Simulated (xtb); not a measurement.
F$_{4}$OW, singlet, from a rough starting geometry (GFN-xTB shapes and energies of metal compounds can be far from the true ones); GFN2-xTB (xtb 6.7.1).

xtb was given this input:
```
$ xtb mol.xyz --gfn 2 --opt vtight --json

# file mol.xyz
6

W      0.08186063    -0.09233488     0.08335486
O      1.17534154    -0.70363598     1.14055577
F     -1.09827053     0.64557949    -1.12444158
F      0.04797093     1.68058314     0.81269713
F      1.06518825    -0.27996314    -1.49325214
F     -1.28751091    -1.23044180     0.48027940
```

It wrote (shortened):

```
   ID    Z sym.   atoms
    1   74 W      1
    2    8 O      2
    3    9 F      3-6

           -------------------------------------------------
          |                Calculation Setup                |
           -------------------------------------------------

           -------------------------------------------------
          |                 G F N 2 - x T B                 |
           -------------------------------------------------

          ...................................................
          :                      SETUP                      :
          :.................................................:
          :  # basis functions                  30          :
          :  # atomic orbitals                  29          :
          :  # shells                           13          :
          :  # electrons                        40          :
          :  max. iterations                   250          :
          :  Hamiltonian                  GFN2-xTB          :
          :  restarted?                      false          :
          :  GBSA solvation                  false          :
          :  PC potential                    false          :
          :  electronic temp.          300.0000000     K    :
          :  accuracy                    1.0000000          :
          :  -> integral cutoff          0.2500000E+02      :
          :  -> integral neglect         0.1000000E-07      :
          :  -> SCF convergence          0.1000000E-05 Eh   :
          :  -> wf. convergence          0.1000000E-03 e    :
          :  Broyden damping             0.4000000          :
          :  net charge                          0          :
          :  unpaired electrons                  0          :
          ...................................................

 iter      E             dE          RMSdq      gap      omega  full diag
   1    -18.3042411 -0.183042E+02  0.218E+01    1.58       0.0  T
   2    -19.4700418 -0.116580E+01  0.264E+01   17.30       1.0  T
   3    -23.6644284 -0.419439E+01  0.192E+01    8.01       1.0  T
   4    -23.9479100 -0.283482E+00  0.169E+01    7.54       1.0  T
   5    -24.2103429 -0.262433E+00  0.158E+01    7.15       1.0  T
   6    -25.0084110 -0.798068E+00  0.111E+01    5.62       1.0  T
   7    -25.5470119 -0.538601E+00  0.610E+00    4.21       1.0  T
   8    -25.7284642 -0.181452E+00  0.293E+00    3.55       1.0  T
   9    -25.7318901 -0.342594E-02  0.156E+00    3.30       1.0  T
  10    -25.6706244  0.612658E-01  0.338E+00    4.78       1.0  T
  11    -25.5508751  0.119749E+00  0.433E+00    5.12       1.0  T
  12    -25.7512669 -0.200392E+00  0.207E+00    3.52       1.0  T
  13    -25.7464997  0.476716E-02  0.104E+00    4.37       1.0  T
  14    -25.7389654  0.753436E-02  0.143E+00    4.59       1.0  T
  15    -25.7523166 -0.133512E-01  0.848E-01    4.30       1.0  T
  16    -25.7571157 -0.479916E-02  0.177E-01    3.93       1.0  T
  17    -25.7572018 -0.860462E-04  0.103E-01    4.01       1.0  T
  18    -25.7572737 -0.719353E-04  0.101E-02    3.99       4.0  T
  19    -25.7572740 -0.338167E-06  0.295E-03    3.99      13.9  T
  20    -25.7572739  0.134358E-06  0.541E-03    3.99       7.6  T
  21    -25.7572740 -0.130972E-06  0.157E-03    3.99      26.0  T
  22    -25.7572741 -0.181827E-07  0.181E-04    3.99     225.4  T
  23    -25.7572741 -0.121798E-09  0.101E-04    3.99     404.2  T

   *** convergence criteria satisfied after 23 iterations ***

         :::::::::::::::::::::::::::::::::::::::::::::::::::::
         ::                     SUMMARY                     ::
         :::::::::::::::::::::::::::::::::::::::::::::::::::::
         :: total energy             -25.711002156522 Eh    ::
         :: gradient norm              0.048870628820 Eh/a0 ::
         :: HOMO-LUMO gap              3.992155548375 eV    ::
         ::.................................................::
         :: SCC energy               -25.757273199117 Eh    ::
[...]
 * total energy  :   -25.7134553 Eh     change       -0.4969739E-06 Eh
 * total energy  :   -25.7134556 Eh     change       -0.3299381E-06 Eh
 * total energy  :   -25.7134558 Eh     change       -0.2191440E-06 Eh
 * total energy  :   -25.7134562 Eh     change       -0.3119071E-06 Eh
 * total energy  :   -25.7134564 Eh     change       -0.2612148E-06 Eh
 * total energy  :   -25.7134566 Eh     change       -0.1831200E-06 Eh
 * total energy  :   -25.7134568 Eh     change       -0.2138633E-06 Eh
 * total energy  :   -25.7134572 Eh     change       -0.3723404E-06 Eh
 * total energy  :   -25.7134576 Eh     change       -0.4183818E-06 Eh
 * total energy  :   -25.7134581 Eh     change       -0.5164862E-06 Eh
 * total energy  :   -25.7134583 Eh     change       -0.1934007E-06 Eh
 * total energy  :   -25.7134583 Eh     change       -0.1074741E-07 Eh
   *** GEOMETRY OPTIMIZATION CONVERGED AFTER 18 ITERATIONS ***
         :: total energy             -25.713458324659 Eh    ::
[...]
         8        2.0000           -0.6003508             -16.3364
         9        2.0000           -0.5903861             -16.0652
        10        2.0000           -0.5850600             -15.9203
        11        2.0000           -0.5850352             -15.9196
        12        2.0000           -0.5836237             -15.8812
        13        2.0000           -0.5835992             -15.8805
        14        2.0000           -0.5833745             -15.8744
        15        2.0000           -0.5371165             -14.6157
        16        2.0000           -0.5368945             -14.6096
        17        2.0000           -0.5368854             -14.6094
        18        2.0000           -0.4813360             -13.0978
        19        2.0000           -0.4813196             -13.0974
        20        2.0000           -0.4682435             -12.7416 (HOMO)
        21                         -0.3214093              -8.7460 (LUMO)
        22                         -0.3214071              -8.7459
        23                         -0.2480524              -6.7498
        24                         -0.2480389              -6.7495
        25                         -0.0699793              -1.9042
        26                          0.3057295               8.3193
        27                          0.3059581               8.3255
        28                          0.3093184               8.4170
        29                          0.5362041              14.5909
      -------------------------------------------------------------
                  HL-Gap            0.1468342 Eh            3.9956 eV
             Fermi-level           -0.3948264 Eh          -10.7438 eV

     #   Z          covCN         q      C6AA      α(0)
     1  74 W        3.865     1.771   320.143    39.463
     2   8 O        0.830    -0.562    25.220     6.732
     3   9 F        0.760    -0.430    13.907     4.405
     4   9 F        0.758    -0.260    11.873     4.070
     5   9 F        0.758    -0.260    11.873     4.070
     6   9 F        0.758    -0.260    11.873     4.070

 Mol. C6AA /au·bohr⁶  :       1300.698194
 Mol. C8AA /au·bohr⁸  :      91219.061065
 Mol. α(0) /au        :         62.809219

Wiberg/Mayer (AO) data.
largest (>0.10) Wiberg bond orders for each atom

 ---------------------------------------------------------------------------
     #   Z sym  total        # sym  WBO       # sym  WBO       # sym  WBO
 ---------------------------------------------------------------------------
     1  74 W    5.703 --     2 O    1.945     4 F    0.988     6 F    0.988
                             5 F    0.988     3 F    0.794
     2   8 O    2.251 --     1 W    1.945
     3   9 F    1.000 --     1 W    0.794
     4   9 F    1.219 --     1 W    0.988
     5   9 F    1.219 --     1 W    0.988
     6   9 F    1.219 --     1 W    0.988
 ---------------------------------------------------------------------------

Topologies differ in total number of bonds
Writing topology from bond orders to xtbtopo.mol

molecular dipole:
                 x           y           z       tot (Debye)
 q only:        0.061      -0.035       0.059
   full:       -0.414       0.241      -0.397       1.581
molecular quadrupole (traceless):
                xx          xy          yy          xz          yz          zz
 q only:       -0.997       2.358       1.687      -3.893       2.267      -0.690
  q+dip:       -1.015       2.365       1.683      -3.887       2.262      -0.668
   full:       -1.075       2.508       1.785      -4.124       2.399      -0.710

optimized geometry written to: xtbopt.xyz

           -------------------------------------------------
          | TOTAL ENERGY              -25.713458324659 Eh   |
          | GRADIENT NORM               0.000037143189 Eh/α |
          | HOMO-LUMO GAP               3.995562067540 eV   |
           -------------------------------------------------

normal termination of xtb
```
